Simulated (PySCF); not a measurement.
C3H5BF2O, SMILES CB(O)/C(F)=C\F.

Coordinates come from a PBE0-D3(BJ)/def2-SVP optimisation. The structure was generated by enumeration; whether it is a known compound was not checked. The values are those of a single conformer.

The numbers are results of B3LYP/def2-TZVP (PySCF), not measurements.

Symmetry labels are those of the subgroup Cs that the program uses (full group Cs).

Computed valence orbital energies around the gap with their symmetry:
```
orbital  symmetry  energy (eV)
-------  --------  -----------
HOMO−7         A'       -12.14
HOMO−6         A'       -11.26
HOMO−5         A"       -11.25
HOMO−4         A'       -11.14
HOMO−3         A"       -10.05
HOMO−2         A'        -9.78
HOMO−1         A'        -8.82
HOMO           A"        -7.15
LUMO           A"        -1.24
LUMO+1         A'         0.30
LUMO+2         A'         1.18
LUMO+3         A'         1.57
```
